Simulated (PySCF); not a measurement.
**UHF on Br²⁺ (bromine, charge +2)**

Configuration: [Ar] 3d10 4s2 4p2 4d1, one real determinant (an excited configuration). All numbers are calculated (PySCF 2.14, no relativity, point nucleus, in dyall-av2z (16s12p8d, 92 functions)).

```
Total energy                                                  : -2570.609543 hartree
One-electron energy                                           : -3546.2401 hartree
Hartree (Coulomb) energy                                      : 1064.5215 hartree
Exchange energy                                               : -88.8909 hartree
Kinetic energy                                                : 2570.72101 hartree
⟨S²⟩                                                          : 3.7533
⟨L²⟩                                                          : 6.016
Sum of ⟨r⟩                                                    : 21.79 bohr
Sum of ⟨r²⟩                                                   : 32.13 bohr²
Traceless quadrupole moment −½Σ⟨3z² − r²⟩ along its main axis : -3.82 e·bohr²
Density at the nucleus (Gaussians lack the cusp)              : 29300 bohr⁻³
Spin density at the nucleus                                   : 0.999 bohr⁻³
Langevin diamagnetic susceptibility                           : -25.5 ×10⁻⁶ cm³/mol
```

| shell | electrons | mean orbital energy (hartree) | spread (hartree) | rms radius, mean of both spins (bohr) |
| --- | --- | --- | --- | --- |
| 1s α | 1 | -491.13698 | 0 | 0.0505 |
| 1s β | 1 | -491.12442 | 0 | 0.0505 |
| 2s α | 1 | -66.25779 | 0 | 0.210 |
| 2s β | 1 | -66.24836 | 0 | 0.210 |
| 2p α | 3 | -59.61527 | 0.00243 | 0.185 |
| 2p β | 3 | -59.59922 | 0.00925 | 0.185 |
| 3s α | 1 | -10.92644 | 0 | 0.598 |
| 3s β | 1 | -10.90190 | 0 | 0.598 |
| 3p α | 3 | -8.53064 | 0.00740 | 0.612 |
| 3p β | 3 | -8.49853 | 0.03027 | 0.612 |
| 3d α | 5 | -4.27022 | 0.02525 | 0.644 |
| 3d β | 5 | -4.25097 | 0.02767 | 0.644 |
| 4s α | 1 | -1.96291 | 0 | 1.72 |
| 4s β | 1 | -1.69723 | 0 | 1.72 |
| 4p α | 2 | -1.39049 | 0 | 1.95 |
| 4d α | 1 | -0.60501 | 0 | 3.36 |

⟨L²⟩ = 6.02 against 12 for a pure F term, so this real determinant mixes terms. The outer electron is Rydberg-like, and this basis confines it to a smaller radius and binds it less than a complete one would. The s, p, d and f populations moved away from the nominal configuration during the SCF.

Spin-orbit constants ζ (cm⁻¹) from the X2C one-electron operator on these orbitals (non-relativistic here): bare nucleus, nucleus screened by l(l+1)(2l+1)/3 electrons, and screened by the Breit-Pauli mean field of the electrons.

| shell | bare | screened nucleus | mean field |
| --- | --- | --- | --- |
| 2p | 244100 | 230200 | 223500 |
| 3p | 34880 | 32880 | 31720 |
| 3d | 4704 | 3360 | 3148 |
| 4p | 3238 | 3053 | 2927 |
| 4d | 188.2 | 134.4 | 119.4 |

To first order the Landé constant is A = 351.7 cm⁻¹, so the lowest level has J = 3/2 and lies 0.262 eV below the centre of the term. This holds in LS coupling only.
